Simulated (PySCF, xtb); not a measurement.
Ge(H)3(OSiH3) (GeH6OSi), SMILES [SiH3][O][GeH3].

GFN2-xTB in xtb at its own geometry gives an orbital gap of 6.14 eV and a dipole moment of 0.80 D.

Geometry: B3LYP-D3(BJ)/def2-SVP. This is a generated structure with no PubChem entry under its InChIKey; it may be hypothetical.

Problem. What does PySCF with PBE/def2-TZVPD give? (An estimate is asked for; the answer gives what the named calculation found.)

Solution. gap 5.68 eV (levels -7.01 and -1.33 eV), dipole 1.16 D.
